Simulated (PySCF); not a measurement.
Ionising CsCa

PBE0; basis Cs def2-SVPD with ECP46, Ca def2-SVPD; scalar-relativistic core potentials; PySCF 2.14. Neutral (UKS): doublet (σ ↑), Re = 4.696 Å, ωe = 53.0 cm⁻¹, De = 0.20 eV, HOMO -2.67 eV, LUMO -1.39 eV.

CsCa⁻ (UKS): singlet (closed shell), Re = 4.996 Å, ωe = 43.8 cm⁻¹, De = 0.36 eV to Cs⁻ + Ca. The energies at the minima are -697.43787 hartree for CsCa and -697.45998 for CsCa⁻.

**Question.** Work out the adiabatic electron affinity, without and with harmonic zero-point energies (1 hartree = 27.2114 eV, 1 eV = 8065.5 cm⁻¹), and the change of the bond length.

**Answer.** At PBE0: 0.02211 hartree = 0.602 eV between the minima; the zero-point term (53.0 − 43.8)/2 cm⁻¹ = +0.001 eV makes it 0.602 eV. Re changes by +30.0 pm against the neutral. The electron enters a σ orbital; the charge polarises the partner, so the anion is bound more strongly.

Closed-shell solutions of metal pairs were not tested for spin polarisation, which can lower them a little. Weak bonds: CsCa, CsCa⁻. Basis-set superposition, not corrected here, can be much of De in a small basis, most of all at correlated wavefunction levels. Spin–orbit coupling is left out. For an ion De counts to the pair picked by the measured ionisation energies or electron affinities, which need not be the lowest pair at this level. The highest Kohn–Sham level is positive in this anion. Much of that is self-interaction error, but it also means that the finite basis helps to hold the extra electron. States were picked by a PBE0 search and need not be the measured ground states.
